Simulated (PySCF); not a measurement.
hexa-1,2-dien-4-yne (C6H6), SMILES C=C=CC#CC.

The structure is a stationary point at PBE-D3(BJ)/def2-SVP.

Two levels are set side by side: PBE/def2-TZVP (PySCF) and PBE0/def2-TZVP (PySCF). Same geometry, gas phase. Differences are taken from unrounded values.

| quantity | PBE |
|---|---|
| orbital gap (eV) | 4.00 |
| highest occupied level (eV) | -5.53 |
| lowest empty level (eV) | -1.53 |
| dipole moment (D) | 0.57 |
| mean polarisability (bohr³) | 83.3 |

Problem. These are the PBE values. What does PBE0 give? (The exact figures need the calculation; the answer reports its results.)

Solution. 
| quantity | PBE0 | PBE minus PBE0 |
|---|---|---|
| orbital gap (eV) | 5.92 | -1.93 |
| highest occupied level (eV) | -6.56 | 1.03 |
| lowest empty level (eV) | -0.64 | -0.89 |
| dipole moment (D) | 0.51 | 0.06 |
| mean polarisability (bohr³) | 80.8 | 2.5 |

Without exact exchange PBE keeps part of each electron's self-repulsion, which lifts occupied levels and narrows the gap. PBE's more diffuse valence density responds more strongly to a field. Differences between two approximate levels are no errors against the true value.

Rough cost on one machine, each run with all the roots and properties that it gave: PBE0 against PBE within a factor of 2.
